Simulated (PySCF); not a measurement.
CH$_{4}$Cl$_{2}$OSi, singlet, geometry from GFN2-xTB, atoms displaced at random by about 0.08 Å a coordinate; PySCF with HF/6-31G, gradient.

The PySCF input:
```python
from pyscf import gto, scf

mol = gto.M(
    atom='''
C     1.99457478   -0.34152928   -0.71406786
Si    0.08048022   -0.25906451   -0.08378461
O    -0.53204603   -1.39347585   -1.10802456
Cl   -0.63135638    1.71050657   -0.60808269
Cl   -0.21197738   -0.67708647    1.77333132
H     2.45013325   -1.12557309   -0.35996575
H     2.54594311    0.40312639   -0.19174979
H     2.10014839   -0.15121198   -1.76796053
H    -1.59547370   -1.54967736   -1.14419979
''',
    basis='6-31g',
    verbose=3,
)

mf = scf.RHF(mol)
mf.conv_tol = 1e-11
mf.kernel()
g = mf.nuc_grad_method()
grad = g.kernel()
```

Output, abridged:

```
converged SCF energy = -1322.89191974499
--------------- RHF gradients ---------------
         x                y                z
0 C     0.0686965908    -0.0955601553    -0.0054053861
1 Si    -0.1006036909    -0.0339883415     0.1216686526
2 O     0.1286526881     0.0306005267     0.0138204097
3 Cl     0.0070549223    -0.0031474077    -0.0030944319
4 Cl     0.0200426448     0.0210347216    -0.1088712275
5 H    -0.0380028884     0.1040206459    -0.0217989422
6 H    -0.0037617708    -0.0262953143    -0.0028515636
7 H     0.0073634754     0.0081361202     0.0016783327
8 H    -0.0894419715    -0.0048007955     0.0048541563
----------------------------------------------
```
